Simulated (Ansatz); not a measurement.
System: CH4NSi, charge 0, doublet. CH4NSi (SMILES [H]/[C]=N/[SiH3], doublet).
B3LYP-D3(BJ)/def2-TZVP minimum from Ansatz (an electronic-structure program):
```xyz
7

C     -1.6793    -0.5723     0.1932
N     -0.5825    -0.1375     0.5132
Si     0.9068     0.2827    -0.2972
H     -2.5154    -0.7760     0.8838
H      0.8403     0.0589    -1.7609
H      1.1637     1.7084    -0.0110
H      1.9696    -0.5521     0.2979
```
Charge 0, spin multiplicity 2.

Total energies in hartree (Ansatz). Radicals and triplets start from unrestricted determinants; spin-orbit coupling is neglected. Correlated methods leave the cores frozen. No relativity. Where a partner has so few electrons that a lower coupled-cluster level is exact, that level stands in.

```tsv
species	HF/cc-pV(T+d)Z	CCSD(T)/cc-pV(T+d)Z	HF/cc-pV(Q+d)Z	CCSD(T)/cc-pV(Q+d)Z	CCSD(T)/cc-pV(D+d)Z	CCSDT(Q)/cc-pV(D+d)Z
1: CH4NSi (SMILES [SiH3]/N=[C]/[H], doublet)	-383.57513	-384.08872	-383.58598	-384.12813	-383.95769	-383.95995
2: C (triplet)	-37.69157	-37.78076	-37.69331	-37.78654	-37.76038	-37.76071
3: N (quartet)	-54.40069	-54.51471	-54.40372	-54.52482	-54.47850	-54.47866
4: Si (triplet)	-288.85649	-288.93344	-288.85845	-288.93781	-288.91643	-288.91690
5: H (doublet)	-0.49981	-0.49981	-0.49995	-0.49995	-0.49928	-0.49928
```

Q: Work out the atomisation energy (electronic, to ground-state atoms) in kcal/mol: take Hartree-Fock from cc-pV(Q+d)Z, extrapolate the CCSD(T) correlation energy as X^-3 (X = 3, 4), and add CCSDT(Q) - CCSD(T) in cc-pV(D+d)Z. 1 hartree = 627.51 kcal/mol.

A: 
Species 1: correlation (64·(-0.54215) - 27·(-0.51359))/37 = -0.56299; step -0.00226; E1 = -383.58598 + (-0.56299) + (-0.00226) = -384.15123
Species 2: correlation (64·(-0.09323) - 27·(-0.08919))/37 = -0.09618; step -0.00033; E2 = -37.69331 + (-0.09618) + (-0.00033) = -37.78982
Species 3: correlation (64·(-0.12110) - 27·(-0.11402))/37 = -0.12627; step -0.00016; E3 = -54.40372 + (-0.12627) + (-0.00016) = -54.53015
Species 4: correlation (64·(-0.07936) - 27·(-0.07695))/37 = -0.08112; step -0.00047; E4 = -288.85845 + (-0.08112) + (-0.00047) = -288.94004
Species 5: correlation (64·(0.00000) - 27·(0.00000))/37 = 0.00000; step +0.00000; E5 = -0.49995 + (0.00000) + (+0.00000) = -0.49995
-1·E1 +1·E2 +1·E3 +1·E4 +4·E5 = 0.89142 hartree = 559.4 kcal/mol.
